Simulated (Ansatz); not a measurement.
A made-up structure of AlHIF, singlet:

```
4
angstrom
F -1.2960 -0.2024 1.1111
Al -0.1810 0.0941 -0.0578
I 2.0654 -0.8396 0.2519
H -1.7740 -0.3299 1.8749
```

It is relaxed with PBE-D4/def2-SVP and then PBE0-D4/def2-TZVP (Ansatz 0.2.0). Atoms count as bonded within 1.22 times the sum of their covalent radii (H–H: 0.88 Å). The end point is not checked to be a true minimum.

Task: Does its bonding change? (Judge from chemistry; the calculation decides.)

Result: The calculation gives: Yes. Formed: none; broken: F1–Al2.

Where it ends: The first stage lowers the energy by 2.04 eV in 16 steps. It ends as a complex of AlI + HF:
```xyz
4
angstrom
F -1.5924 -0.1899 1.2961
Al -0.2557 0.4329 -0.6369
I 1.4870 -0.9058 0.8697
H -0.8245 -0.6151 1.6513
```

For scale, one of the runs: PBE0-D4/def2-TZVP relaxation, 124 basis functions, launched by `ansatz run in.yaml --threads 2 --pin off --events-out ev --progress --plain --max-ram 4352MiB`. The run took about 18 s on 2 CPU threads of an Arm Neoverse V1 (shared host).
